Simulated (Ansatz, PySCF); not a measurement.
Process, species as SMILES: F[SiH](F)F -> F[Si](F)F + H atom (the H-Si bond at the site shown breaks; other sites are not compared here)
Geometries: B3LYP-D3(BJ)/def2-TZVP minima from Ansatz (a program for electronic structure).
Geometry of the first species:
```xyz
5

Si    -0.0378    -0.0056     0.3210
F     -0.6853     1.2966    -0.2933
F      1.4942    -0.0233    -0.0598
F     -0.7271    -1.2613    -0.3426
H     -0.2079    -0.0307     1.7674
```
Charge 0, spin multiplicity 1.

Property: bond dissociation energy (enthalpy at 298 K, with B3LYP-D3(BJ) rigid-rotor harmonic-oscillator terms from PySCF), in kJ/mol. Cores are frozen in the correlated levels unless marked. Open shells are spin-unrestricted. No spin-orbit coupling. No relativistic terms. Basis-set limits of correlation are two-point, X^-3; Hartree-Fock from the larger set. The bracket is a focal-point correction in the basis named.

```json
[
 {"level": "HF/cc-pV(D+d)Z", "program": "Ansatz", "bond dissociation energy (kJ/mol)": "337.4", "minus last row": "-89.4"},
 {"level": "SVWN5/def2-TZVPD", "program": "Ansatz", "bond dissociation energy (kJ/mol)": "428.5", "minus last row": "1.7"},
 {"level": "PBE-D3(BJ)/def2-TZVPD", "program": "Ansatz + dftd3", "bond dissociation energy (kJ/mol)": "387.4", "minus last row": "-39.4"},
 {"level": "PBE-D4/def2-TZVPD", "program": "Ansatz + dftd4", "bond dissociation energy (kJ/mol)": "387.4", "minus last row": "-39.4"},
 {"level": "BLYP/def2-TZVPD", "program": "Ansatz", "bond dissociation energy (kJ/mol)": "394.9", "minus last row": "-31.9"},
 {"level": "B3LYP/def2-TZVPD", "program": "Ansatz", "bond dissociation energy (kJ/mol)": "408.5", "minus last row": "-18.3"},
 {"level": "PBE0-D3(BJ)/def2-TZVPD", "program": "Ansatz + dftd3", "bond dissociation energy (kJ/mol)": "397.2", "minus last row": "-29.6"},
 {"level": "PBE0-D4/def2-TZVP", "program": "Ansatz + dftd4", "bond dissociation energy (kJ/mol)": "398.4", "minus last row": "-28.4"},
 {"level": "BHLYP/def2-TZVPD", "program": "Ansatz", "bond dissociation energy (kJ/mol)": "416.5", "minus last row": "-10.3"},
 {"level": "HSE06-D3(BJ)/def2-TZVPD", "program": "Ansatz + dftd3", "bond dissociation energy (kJ/mol)": "397.0", "minus last row": "-29.8"},
 {"level": "CAM-B3LYP/def2-TZVPD", "program": "Ansatz", "bond dissociation energy (kJ/mol)": "413.4", "minus last row": "-13.4"},
 {"level": "LC-wPBE/def2-TZVPD", "program": "Ansatz", "bond dissociation energy (kJ/mol)": "396.9", "minus last row": "-29.9"},
 {"level": "B2GP-PLYP/def2-TZVPD", "program": "Ansatz", "bond dissociation energy (kJ/mol)": "409.8", "minus last row": "-17.0"},
 {"level": "B2PLYP-D3(BJ)/def2-TZVPD", "program": "Ansatz + dftd3", "bond dissociation energy (kJ/mol)": "409.4", "minus last row": "-17.4"},
 {"level": "B2PLYP/def2-TZVPD", "program": "Ansatz", "bond dissociation energy (kJ/mol)": "408.5", "minus last row": "-18.3"},
 {"level": "PBE-QIDH/def2-TZVPD", "program": "Ansatz", "bond dissociation energy (kJ/mol)": "404.4", "minus last row": "-22.4"},
 {"level": "SCS-MP2/6-31G*", "program": "Ansatz", "bond dissociation energy (kJ/mol)": "387.5", "minus last row": "-39.3"},
 {"level": "CCSD/6-31G*", "program": "Ansatz", "bond dissociation energy (kJ/mol)": "389.2", "minus last row": "-37.6"},
 {"level": "CCSD(T)/cc-pV(D+d)Z", "program": "Ansatz", "bond dissociation energy (kJ/mol)": "407.3", "minus last row": "-19.5"},
 {"level": "RI-MP2/CBS(cc-pV(T+d)Z,cc-pV(Q+d)Z)+[CCSD(T)-MP2]/cc-pV(D+d)Z", "program": "Ansatz", "bond dissociation energy (kJ/mol)": "427.6", "minus last row": "0.8"},
 {"level": "RI-MP2/CBS(cc-pV(T+d)Z,cc-pV(Q+d)Z)+[CCSD(T)-MP2]/cc-pV(T+d)Z", "program": "Ansatz", "bond dissociation energy (kJ/mol)": "426.8", "minus last row": "0.0"}
]
```
